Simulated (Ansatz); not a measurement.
Isolated molecules relaxed with PBE0-D4/def2-TZVP in Ansatz; ΔE leaves out vibrations. CCSD(T)/CBS is the MP2 limit (def2-TZVPP, def2-QZVPP) plus CCSD(T) − MP2 in def2-TZVPP, frozen cores. DFT in def2-TZVPP. B3LYP here is the variant with VWN-RPA as its local correlation; programs differ in this. For Ge outer-core shells are correlated without core-valence functions, which leaves a few kJ/mol of doubt a bond. Scalar relativity is left out up to krypton. One conformer a species, not always the lowest.

`BB(N)O` + `[CH3][Ge]([NH2])([OH])[F]` → `BB(C)O` + `[NH2][Ge]([NH2])([OH])[F]`  (redistribution)

`BB(N)O`:

Cartesian coordinates in Å:
```
B 0.089 -0.424 -1.343
B 0.115 -0.055 0.321
N -0.778 0.890 0.851
O 1.008 -0.617 1.212
H -0.927 -0.474 -1.980
H 1.097 -0.643 -1.962
H -1.516 1.304 0.312
H -0.735 1.203 1.807
H 1.648 -1.184 0.782
```

`[CH3][Ge]([NH2])([OH])[F]`:

Z-matrix (Å, degrees):
```
C
Ge 1 1.927
H 1 1.090 2 109.4
H 1 1.091 2 109.9 3 -119.4
H 1 1.090 2 110.2 3 119.9
N 2 1.802 1 113.9 3 171.3
O 2 1.769 1 115.4 3 -62.3
F 2 1.746 1 106.9 3 50.8
H 6 1.008 2 116.7 1 148.4
H 6 1.007 2 117.6 1 12.3
H 7 0.961 2 111.6 1 96.3
```

`BB(C)O`:

Cartesian coordinates in Å:
```
B 0.808 -1.254 0.463
B 0.291 0.236 -0.121
C -1.247 0.572 -0.083
O 1.098 1.202 -0.656
H 1.123 -1.411 1.610
H 0.815 -2.245 -0.214
H -1.764 0.176 0.795
H -1.424 1.649 -0.144
H -1.727 0.109 -0.955
H 2.027 0.967 -0.694
```

`[NH2][Ge]([NH2])([OH])[F]`:

```xyz
10

N     0.389    1.592    0.260
Ge   -0.098   -0.074   -0.236
N     0.880   -1.263    0.685
O    -1.768   -0.607   -0.032
F     0.121   -0.042   -1.966
H     0.184    1.837    1.218
H     0.090    2.329   -0.361
H     1.880   -1.140    0.655
H     0.625   -2.232    0.578
H    -2.304   -0.400   -0.801
```

```tsv
level	ΔE (kJ/mol)	difference from CCSD(T)/CBS
PBE-D4	77.8	-0.7
r2SCAN-D4	75.9	-2.6
PBE0-D4	77.5	-1.0
B3LYP-D4	78.4	-0.1
ωB97X-V	75.5	-3.0
ωB97M-V	77.8	-0.7
B2PLYP	77.7	-0.8
PBE	78.2	-0.3
r2SCAN	75.9	-2.6
PBE0	77.8	-0.7
B3LYP	79.0	0.5
HF/def2-TZVPP	74.0	-4.5
MP2/def2-TZVPP	77.0	-1.5
SCS-MP2/def2-TZVPP	75.8	-2.7
CCSD/def2-TZVPP	76.0	-2.5
CCSD(T)/def2-TZVPP	76.2	-2.3
HF/def2-QZVPP	74.2	-4.3
MP2/def2-QZVPP	78.4	-0.1
SCS-MP2/def2-QZVPP	77.1	-1.4
HF/CBS(def2)	74.3	-4.2
MP2/CBS(def2)	79.3	0.8
CCSD/CBS(def2)	78.2	-0.3
CCSD(T)/CBS	78.5	0
```

Largest T1 diagnostic among the species: 0.013.
